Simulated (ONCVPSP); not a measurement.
## Transferability test, ONCV potential for P (Z = 15)

- Element: P
- Generator: ONCVPSP 4.0.1
- Type: optimised norm-conserving Vanderbilt (ONCV)
- Functional: LDA (Perdew-Wang 92)
- Relativity: fully relativistic
- Frozen core: [He]
- Valence charge: 13
- Reference configuration: 2s2 2p6 3s2 3p3
- Partial waves: 2s+3s: rc 0.80 bohr, ncon 4, nbas 9, qcut 19.2 1/bohr, 2 projectors; 2p+3p: rc 0.70 bohr, ncon 3, nbas 7, qcut 23.4 1/bohr, 2 projectors; d scattering state at 0.16 Ha: rc 0.65 bohr, ncon 4, nbas 9, qcut 16.3 1/bohr, 2 projectors, debl 1.3 Ha
- Local potential: polynomial inside 0.50 bohr (lpopt 5, dvloc0 3 Ha)
- Core correction: none

Open shells are filled in proportion to 2j + 1.

Energies are relative to the spin-unpolarised reference configuration 2s2 2p6 3s2 3p3; without spin polarisation the order of configurations can differ from experiment.

**Question.** Give the all-electron excitation energy and the error of the potential for: 2s2 2p6 3s2 3p2; 2s2 2p6 3s2 3p1; 2s2 2p6 3s2 3p0; 2s2 2p5 3s2 3p3.

**Answer.**

```tsv
valence configuration	charge	ΔE all-electron (eV)	error AE − PS (meV)
2s2 2p6 3s2 3p2	+1	9.815	+1.1
2s2 2p6 3s2 3p1	+2	29.059	+3.9
2s2 2p6 3s2 3p0	+3	58.949	+9.8
2s2 2p5 3s2 3p3	+1	140.344	+176
```
